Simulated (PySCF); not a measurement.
chloro(fluoromethyl)silane (CH4ClFSi), SMILES FC[SiH2]Cl. Geometry optimised at PBE-D3(BJ)/def2-SVP. One conformer was computed; it need not be the lowest.

Q: Give the equilibrium geometry at PBE-D3(BJ)/def2-SVP (PySCF confirms it by a frequency run) as bond lengths and angles. (The exact figures need the calculation; the answer reports its results.)

A: One answer among several that fit: 
Atoms: F1 C2 Si3 Cl4 H5 H6 H7 H8. Bond lengths (Å): F1–C2 1.390, C2–Si3 1.904, C2–H5 1.114, C2–H6 1.117, Si3–Cl4 2.081, Si3–H7 1.499, Si3–H8 1.503. Angles (°): F1–C2–Si3 110.6, F1–C2–H5 109.7, F1–C2–H6 109.6, Si3–C2–H5 110.6, Si3–C2–H6 109.2, H5–C2–H6 107.1, C2–Si3–Cl4 109.9, C2–Si3–H7 109.8, C2–Si3–H8 108.7, Cl4–Si3–H7 108.6, Cl4–Si3–H8 109.0, H7–Si3–H8 110.9.
